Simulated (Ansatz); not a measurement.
Basis-set series for C$_{2}$H$_{6}$GaNSi, SMILES `C#C[SiH](N)[GaH2]`. Charge 0, multiplicity 1. All single points use the PBE0-D4/def2-TZVP geometry. It is one conformer, not always the lowest.

| functional | basis | functions | energy (Eh) | HOMO (eV) | LUMO (eV) |
| --- | --- | --- | --- | --- | --- |
| PBE0-D4 | def2-SVP | 122 | -2347.89663 | -7.04 | -1.89 |
| PBE0-D4 | def2-TZVPP | 267 | -2348.40440 | -7.13 | -1.95 |
| ωB97M-V | def2-SVP | 122 | -2348.23958 | -9.05 | -0.13 |
| ωB97M-V | def2-TZVPP | 267 | -2348.75344 | -9.16 | -0.21 |

Task: Give the rows for def2-QZVPP. (Best estimate.)

Result: Ansatz gave: 
| functional | basis | functions | energy (Eh) | HOMO (eV) | LUMO (eV) |
| --- | --- | --- | --- | --- | --- |
| PBE0-D4 | def2-QZVPP | 510 | -2348.46554 | -7.15 | -1.98 |
| ωB97M-V | def2-QZVPP | 510 | -2348.81220 | -9.18 | -0.32 |

Scalar relativity is left out up to krypton.
